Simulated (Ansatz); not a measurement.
H3S2, charge +1, singlet, at a GFN2-xTB geometry. Base run: Ansatz (an electronic-structure program) with B3LYP/6-311G**.

Geometry (Å):
```xyz
5

S      0.8986    -0.2032     0.5644
S     -0.8178     0.1877    -0.5454
H      1.7049    -0.2481    -0.5041
H     -1.3337     1.2150     0.1844
H     -1.6650    -0.7187     0.0157
```
Charge +1, spin multiplicity 1.
All else is at Ansatz's defaults.

Variants of this job, named by their change:

```
change                                       E (Eh)
---------------------------------------  ----------
base                                     -797.91412
functional = B2GP-PLYP                   -797.49092
functional = pbe0                        -797.59505
functional = hse06                       -797.58021
functional = wB97X                       -797.86666
functional = PBE-QIDH                    -797.38798
functional = pbe                         -797.53332
functional = r2scan                      -797.81750
functional = pbe0; dispersion = d4       -797.59708
functional = cam_b3lyp                   -797.89142
functional = lc_wpbe                     -797.64560
functional = pbe0; dispersion = d3bjatm  -797.59799
functional = blyp                        -797.87477
```

Absolute energies of different levels of theory aren't comparable as measures of quality.
